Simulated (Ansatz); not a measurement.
System: iminoborane, sum formula BNH2, net charge 0, singlet state. 
Geometry from a B3LYP-D3(BJ)/def2-TZVP (Ansatz, a quantum-chemistry and plane-wave program) optimisation:
SMILES: B=N
```xyz
4

B      0.0000     0.0000    -0.6920
N      0.0000     0.0000     0.5409
H      0.0000     0.0000    -1.8589
H      0.0000     0.0000     1.5327
```
Charge 0, spin multiplicity 1.

Total electronic energies in hartree. Correlated levels leave the core frozen unless marked. No spin-orbit coupling. Non-relativistic. CBS marks a two-point X^-3 extrapolation of the correlation energy; Hartree-Fock from the larger set. [CCSD(T)-MP2]/basis is that difference in the basis named.

```json
[
 {"level": "HF/STO-3G", "program": "Ansatz", "energy (Eh)": "-79.25445"},
 {"level": "RI-HF/def2-TZVPP", "program": "Ansatz", "energy (Eh)": "-80.32949"},
 {"level": "RI-HF/def2-QZVPPD", "program": "Ansatz", "energy (Eh)": "-80.33355"},
 {"level": "B97M-V/def2-TZVPD", "program": "Ansatz", "energy (Eh)": "-80.83206"},
 {"level": "HSE06/def2-TZVPD", "program": "Ansatz", "energy (Eh)": "…"},
 {"level": "LC-wPBE-D3(BJ)/def2-TZVPD", "program": "Ansatz + dftd3", "energy (Eh)": "…"},
 {"level": "MP2/6-31G", "program": "Ansatz", "energy (Eh)": "-80.43717"},
 {"level": "MP2/cc-pVDZ", "program": "Ansatz", "energy (Eh)": "-80.55015"},
 {"level": "MP2/cc-pwCVTZ", "program": "Ansatz", "energy (Eh)": "-80.63652"},
 {"level": "MP2/def2-TZVPP", "program": "Ansatz", "energy (Eh)": "-80.63287"},
 {"level": "SCS-MP2/cc-pVQZ", "program": "Ansatz", "energy (Eh)": "-80.65916"},
 {"level": "CCSD(T)/def2-SVPD", "program": "Ansatz", "energy (Eh)": "-80.52753"},
 {"level": "CCSDT/cc-pVDZ", "program": "Ansatz", "energy (Eh)": "-80.57566"},
 {"level": "RI-MP2/CBS(cc-pVTZ,cc-pVQZ)+[CCSD(T)-MP2]/cc-pVTZ", "program": "Ansatz", "energy (Eh)": "-80.6977"},
 {"level": "CCSD(T)/CBS(aug-cc-pVTZ,aug-cc-pVQZ)", "program": "Ansatz", "energy (Eh)": "-80.6938"}
]
```

Q: Fill in the missing entries.

A: 
- HSE06/def2-TZVPD, energy (Eh): -80.72356
- LC-wPBE-D3(BJ)/def2-TZVPD, energy (Eh): -80.77195
